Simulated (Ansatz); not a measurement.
Reactions of `F[SiH2][AlH][NH][SiH3]`.

Calculated with Ansatz (gas phase, PBE0-D4/def2-TZVP geometries, no zero-point term in ΔE). CCSD(T)/CBS adds triple-zeta CCSD(T) − MP2 to the extrapolated MP2 energy (def2 sets, frozen cores). This one scheme is used for every species. Functionals use def2-TZVPP. def2 core potentials past Kr. For I outer-core shells are correlated without core-valence functions, which leaves a few kJ/mol of doubt a bond. One conformer a species, not always the lowest.

```json
{"reaction": "`F[SiH2][AlH][NH][SiH3]` + `C[SiH2]O` → `C[SiH2]O[SiH2]F` + `[AlH2][NH][SiH3]`", "MP2/CBS(def2) (eV)": "-1.57", "PBE-D4 (eV)": "-1.19", "PBE0-D4 (eV)": "-1.29", "B2PLYP (eV)": "-1.52"}
{"reaction": "`F[SiH2][AlH][NH][SiH3]` + HI → `F[SiH2]I` + `[AlH2][NH][SiH3]`", "MP2/CBS(def2) (eV)": "-1.16", "PBE-D4 (eV)": "-0.84", "PBE0-D4 (eV)": "-0.89", "B2PLYP (eV)": "-0.99"}
{"reaction": "`F[SiH2][AlH][NH][SiH3]` + PH₃ → `F[SiH2]P` + `[AlH2][NH][SiH3]`", "MP2/CBS(def2) (eV)": "-0.35", "PBE-D4 (eV)": "-0.20", "PBE0-D4 (eV)": "-0.23", "B2PLYP (eV)": "-0.28"}
{"reaction": "`F[SiH2][AlH][NH][SiH3]` + `N=C(N)S` → `N=C(S)N[SiH2]F` + `[AlH2][NH][SiH3]`", "MP2/CBS(def2) (eV)": "-0.93", "PBE-D4 (eV)": "-0.59", "PBE0-D4 (eV)": "-0.66", "B2PLYP (eV)": "-0.83"}
{"reaction": "`F[SiH2][AlH][NH][SiH3]` + `C=N` → `C=N[SiH2]F` + `[AlH2][NH][SiH3]`", "MP2/CBS(def2) (eV)": "-0.74", "PBE-D4 (eV)": "-0.47", "PBE0-D4 (eV)": "-0.51", "B2PLYP (eV)": "-0.70"}
```

Task: Give the CCSD(T)/CBS values in the same order. (Best estimate.)

Result: The calculation gave: -1.48, -0.99, -0.27, -0.82, -0.62 eV.

Largest T1 diagnostic: 0.014, for `N=C(N)S`.
